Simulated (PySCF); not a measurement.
# Reading the logs of faulty runs: BH3O2Si

All numbers below are calculated, not measured. The program is PySCF 2.14.0, an open-source quantum chemistry code, run on an isolated molecule that a program drew, which may never have been made. The molecule is BH3O2Si (charge 0, singlet), drawn as the SMILES string `B[Si](=O)O`.

Each row is a Hartree-Fock (HF) and frozen-core CCSD(T) single point in the cc-pV(D+d)Z basis, meant for a local HF minimum. Run 1 is clean. Each other run has one planted mistake out of seven kinds, and not every kind appears here: one electron removed, one electron added, multiplicity raised by two, geometry at a saddle point, minimal basis STO-3G, one bond length entered in bohr, all coordinates scaled. The reference is restricted for singlets and unrestricted otherwise, and also for a bond in bohr. Adding or removing an electron swaps singlet and doublet. Electrons count all cores. HOMO and LUMO are orbital energies over both spins, the gradient is its largest component, and the lowest frequency (negative if imaginary) is given only where the gradient is small. Bond lengths are over the 6 bonds as drawn. T1 is the CCSD diagnostic: over 0.02 (restricted) or 0.045 (unrestricted) a single reference is doubtful.

Geometry of the clean run:
```xyz
7
BH3O2Si, angstrom
B    -0.5013    1.4314    0.8839
Si   -0.0145   -0.0439   -0.3912
O     0.5813    0.0945   -1.7569
O    -0.3902   -1.4416    0.3367
H     0.2951    1.8364    1.6782
H    -1.5889    1.9267    0.8543
H    -0.2286   -2.2567   -0.1213
```

```
run  electrons  basis functions  <S^2>  HOMO (eV)  LUMO (eV)  gradient (hartree/bohr)  lowest frequency (cm^-1)  mean bond (Å)  longest bond (Å)      T1  HF (hartree)  CCSD(T) (hartree)                          mistake
  1         38               80  0.000     -11.57       0.87                  3.2e-05                       179         1.4110             2.010  0.0197    -465.12169         -465.70386                         no fault
  2         38               80  0.000     -11.58       0.08                  3.8e-05                      -169         1.4144             2.032  0.0197    -465.11746         -465.70062       geometry at a saddle point
  3         38               27  0.000      -7.24       5.75                  3.8e-02                         -         1.4110             2.010  0.0236    -459.31008         -459.52541             minimal basis STO-3G
  4         39               80  0.762      -1.07       8.42                  6.3e-02                         -         1.4110             2.010  0.0173    -465.12313         -465.72112               one electron added
  5         38               80  0.937     -10.18       0.59                  6.7e-03                         -         1.7090             3.798  0.0250    -465.01146         -465.57285  one bond length entered in bohr
  6         38               80  2.032      -6.61      -1.19                  1.6e-01                         -         1.4110             2.010  0.0787    -465.00012         -465.57117                                ?
```

**Which mistake was planted in run 6, and what did it cost?**

Electrons, basis and geometry are unchanged, and <S^2> is 2.032, beside S(S+1) = 2.00 for a multiplicity of 3. So the mistake is: multiplicity raised by two. Subtracting run 1 and multiplying by 627.51 kcal/mol a hartree, the energy moved by 76.3 kcal/mol in HF and 83.3 kcal/mol in CCSD(T).

Cautions from the logs. Run 3: T1 is over the limit, so its CCSD(T) energy is less reliable; run 6: T1 is over the limit, so its CCSD(T) energy is less reliable.
